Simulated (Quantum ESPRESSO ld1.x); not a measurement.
The mean radii <r> (bohr) of the occupied orbitals of an atom or ion are listed with their occupations. All-electron calculation, scalar-relativistic Kohn-Sham, LDA (Slater exchange, VWN5 correlation), spin-unpolarised, spherical densities, point nucleus. Program: ld1.x of Quantum ESPRESSO 7.5.

| orbital | occ. | <r> |
|---|---|---|
| 1s | 2 | 0.01900 |
| 2s | 2 | 0.08041 |
| 2p | 6 | 0.07174 |
| 3s | 2 | 0.2087 |
| 3p | 6 | 0.2085 |
| 3d | 10 | 0.1889 |
| 4s | 2 | 0.4633 |
| 4p | 6 | 0.4894 |
| 4d | 10 | 0.5164 |
| 4f | 10 | 0.5505 |

Name the element and its charge.

Answer. Z = 72, hafnium, charge +16: Hf16+ in [Kr] 4d10 4f10. The 1s radius gives Z: for a bare nucleus <r> = (2 gamma + 1)/(2Z) with gamma = sqrt(1 - (Z/c)^2), 0.01876 bohr for Z = 72, and screening makes it slightly larger (0.01900 here). The occupations add up to 56, and the charge is Z minus that.
